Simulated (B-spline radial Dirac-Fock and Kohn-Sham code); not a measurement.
**Ba⁷⁺: non-radiative channels of the M1 vacancy**

System: the Ba⁷⁺ ion, configuration [Kr] 4d10 5s2 5p1.

Method: independent-particle radiative and Coulomb Auger rates from relativistic LDA hole-state orbitals, with Dirac-Fock energies. Computed with a radial atomic solver. Kinetic energies are configuration averages from the vacuum level; the two-hole energies are estimated from single-hole states.

```csv
transition,kinetic energy (eV),width (meV),share (%)
M1-M3N4,10.20,906,15.6
M1-M3N5,13.18,1320,22.7
M1-M2O1,21.49,174,3.0
M1-M3O1,95.92,249,4.3
M1-M4N1,104.2,447,7.7
M1-M5N1,119.6,651,11.2
M1-M5N3,195.7,186,3.2
M1-M4N5,282.0,177,3.0
M1-M5N4,294.5,187,3.2
M1-M5N5,297.8,284,4.9
```

Coster-Kronig rates are the weakest part of this model and often come out 1.5 to 2.5 times too large. The listed channels hold 79 % of the non-radiative rate. Summed by principal shells, of 5.80 eV in all: MMN 77.4 %, MMO 13.4 %, MNN 8.0 %, MNO 1.2 %.
